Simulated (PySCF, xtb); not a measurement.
C2H4Cl2Ge, SMILES [Cl][GeH]([Cl])[CH]=C.

GFN2-xTB (xtb) at its own geometry gives an orbital gap of 4.62 eV and a dipole moment of 2.45 D.

Geometry optimised at r2SCAN-D4/def2-SVP. This is a generated structure with no PubChem entry under its InChIKey; it may be hypothetical. The values are those of a single conformer.

**Question.** What does ωB97X/def2-TZVP in PySCF give? (The exact figures need the calculation; the answer reports its results.)

**Answer.** gap 11.91 eV (levels -10.98 and 0.93 eV), dipole 2.80 D.
